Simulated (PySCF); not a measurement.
## A ladder of Hamiltonians for Te⁴⁰⁺ (tellurium, charge +40)

Occupied: 1s1/2, 2s1/2, 2p1/2, 2p3/2, 3s1/2. Hartree-Fock calculated with PySCF 2.14 in an even-tempered Gaussian basis (17 s from 3.7 bohr⁻², ratio 2.7; 13 p from 4.5 bohr⁻², ratio 2.7), Gaussian nucleus throughout. NR is non-relativistic, sf-X2C the spin-free one-electron X2C Hamiltonian, X2C adds the bare one-electron spin-orbit term, X2C-SNSO screens it by Boettger's factors, DC is four-component Dirac-Coulomb, and the Gaunt and Breit terms are added at first order (total energies over the DC spinors, levels after relaxing the spinors in that mean field). QED terms are absent. Levels marked empty are virtual spinors of this ion; the basis has s and p functions only, so 3d, which can lie below the n = 4 levels, is absent.

```csv
level (eV),NR,sf-X2C,X2C,X2C-SNSO
1s1/2,-33294.9,-34527.1,-34524.6,-34524.8
2s1/2,-7065.2,-7400.0,-7399.4,-7399.4
2p1/2,-6793.3,-6901.4,-7107.8,-7099.2
2p3/2,-6793.3,-6901.4,-6809.0,-6812.5
3s1/2,-2852.0,-2953.0,-2952.9,-2952.9
3p1/2 (empty),-2698.2,-2739.5,-2790.5,-2788.3
3p3/2 (empty),-2698.2,-2739.5,-2716.6,-2717.4
4s1/2 (empty),-1497.3,-1536.4,-1536.3,-1536.3
```

**Question.** Where do the four-component calculations put these levels?

**Answer.** 1s1/2: DC -34553.3, DC+Gaunt -34477.7, DC+Breit -34482.6; 2s1/2: DC -7402.9, DC+Gaunt -7395.3, DC+Breit -7395.8; 2p1/2: DC -7100.7, DC+Gaunt -7087.5, DC+Breit -7088.9; 2p3/2: DC -6815.0, DC+Gaunt -6805.6, DC+Breit -6807.0; 3s1/2: DC -2953.7, DC+Gaunt -2951.8, DC+Breit -2952.0; 3p1/2 (empty): DC -2788.7, DC+Gaunt -2785.5, DC+Breit -2785.9; 3p3/2 (empty): DC -2717.9, DC+Gaunt -2715.7, DC+Breit -2716.1; 4s1/2 (empty): DC -1536.6, DC+Gaunt -1535.9, DC+Breit -1536.0 (eV).

```
Hamiltonian  E (hartree)  E − E(DC) (hartree)  CPU seconds
         NR   -5179.8893             171.6779          0.4
     sf-X2C   -5348.3990               3.1683         0.23
        X2C   -5350.0985               1.4687         0.29
   X2C-SNSO   -5349.9659               1.6013         0.29
         DC   -5351.5672               0.0000           14
   DC+Gaunt   -5346.9116               4.6556           24
   DC+Breit   -5347.3232               4.2440           69
```

Weight of the small component: 1s1/2 0.0367, 2s1/2 0.00813, 2p1/2 0.00804, 2p3/2 0.00768, 3s1/2 0.00304, 3p1/2 0.00297, 3p3/2 0.00288, 4s1/2 0.00143.

Koopmans' value for the highest occupied level at DC+Breit: 2952.0 eV, against an ionisation energy of 2954 ± 4 eV (theoretical estimate listed by NIST; NIST Atomic Spectra Database, ionization energies); the former lacks relaxation, correlation, QED and recoil.

The whole ladder took 110 s of wall time on 1 thread of Neoverse-N1 (shared host), launched as `OMP_NUM_THREADS=1 python relrun2.py TASK.json OUT` (a driver that calls PySCF for each Hamiltonian).
